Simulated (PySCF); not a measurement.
# Ionisation energy of O⁺ by level of theory

O⁺ [He] 2s2 2p3 (4S) → O²⁺ [He] 2s2 2p2 (3P), as a difference of total energies. All numbers are calculated (PySCF 2.14, scalar relativity by spin-free X2C-1e, in aug-cc-pVDZ-DK (4s3p2d, 23 functions)). Correlated levels: valence: 1s2 frozen. The calculations carry no spin-orbit coupling.

Q: Order these methods by the ionisation energy they give, lowest first.
A. PBE0
B. wB97X
C. UHF
D. MP2 (valence)

A: C (34.549 eV), D (34.982 eV), B (35.107 eV), A (35.335 eV).

A first-order spin-orbit estimate (lowest level to lowest level, LS coupling) adds -0.025 eV.

Errors of the correlated levels include the incompleteness of this basis and the frozen core.

For comparison: 35.121 eV (measured; NIST Atomic Spectra Database, ionization energies).
